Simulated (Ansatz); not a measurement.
Geometry optimisation, Ansatz, RKS PBE0-D4/def2-SVP.

The input (input.yaml):

```yaml
crystal:
  periodic: [false, false, false]
  atoms:
    - { symbol: Sn, position_ang: [-0.261578, -1.310995, -0.440691] }
    - { symbol: "N", position_ang: [1.34634, -0.303687, 0.408215] }
    - { symbol: H, position_ang: [0.464273, -2.498193, -1.446043] }
    - { symbol: H, position_ang: [-1.029491, -2.005652, 0.917806] }
    - { symbol: H, position_ang: [-1.359115, -0.349326, -1.347702] }
    - { symbol: H, position_ang: [0.1892, 1.668617, 0.012767] }
    - { symbol: Se, position_ang: [-1.020873, 2.510572, -0.263572] }
    - { symbol: H, position_ang: [2.078668, 0.116322, -0.151283] }
    - { symbol: H, position_ang: [1.270753, 0.106631, 1.333703] }
    - { symbol: H, position_ang: [-1.678178, 2.06571, 0.976899] }
basis:
  gaussian: { orbitals: def2-SVP }
hamiltonian:
  xc: pbe0
  dispersion: d4
relax:
  f_tol: 0.03
  max_steps: 50
output:
  orbitals: {}
```

Command:

```bash
$ ansatz run input.yaml --threads 2 --pin off --max-ram 3072MiB --backend cpu --events-out ev --progress --plain --runs-dir out
```

Task: Where does it end, and by what steps?

Result: It converged. The force dipped under the threshold on the way, but the program's further checks kept it going. After 26 steps the energy has fallen by 0.279 eV; H5 moved furthest, 1.05 Å.

| step | energy less start (eV) | largest force component (eV/Å) | accepted |
| --- | --- | --- | --- |
| 0 | 0.0000 | 0.634 | yes |
| 1 | -0.0656 | 0.250 | yes |
| 2 | -0.0785 | 0.149 | yes |
| 3 | -0.0931 | 0.102 | yes |
| 4 | -0.1055 | 0.396 | yes |
| 5 | -0.1424 | 0.650 | yes |
| 6 | -0.1756 | 1.847 | yes |
| 7 | -0.2470 | 0.475 | yes |
| 8 | -0.2579 | 0.075 | yes |
| 9 | -0.2578 | 0.296 | no |
| 10 | -0.2606 | 0.036 | yes |
| 11 | -0.2628 | 0.142 | yes |
| 12 | -0.2636 | 0.221 | yes |
| 13 | -0.2664 | 0.152 | yes |
| 14 | -0.2708 | 0.010 | yes |
| 15 | -0.2530 | 0.931 | no |
| 16 | -0.2735 | 0.105 | yes |
| 17 | -0.2737 | 0.244 | yes |
| 18 | -0.2752 | 0.157 | yes |
| 19 | -0.2761 | 0.036 | yes |
| 20 | -0.2771 | 0.007 | yes |
| 21 | -0.2774 | 0.079 | yes |
| 22 | -0.2784 | 0.031 | yes |
| 23 | -0.2787 | 0.037 | yes |
| 24 | -0.2790 | 0.063 | yes |
| 25 | -0.2787 | 0.071 | no |
| 26 | -0.2793 | 0.024 | yes |

```xyz
10
Properties=species:S:1:pos:R:3
Sn -0.200 -1.412 -0.505
N 1.114 0.064 0.108
H 0.590 -2.934 -0.641
H -1.406 -1.471 0.700
H -0.776 -0.897 -2.025
H -0.041 1.625 0.188
Se -1.168 2.622 0.159
H 1.879 0.215 -0.550
H 1.538 -0.131 1.015
H -1.531 2.320 1.551
```

Time of the run: 66 s on 2 threads of AMD EPYC 9R14 (Zen 4) (shared host), peak memory 0.28 GiB.
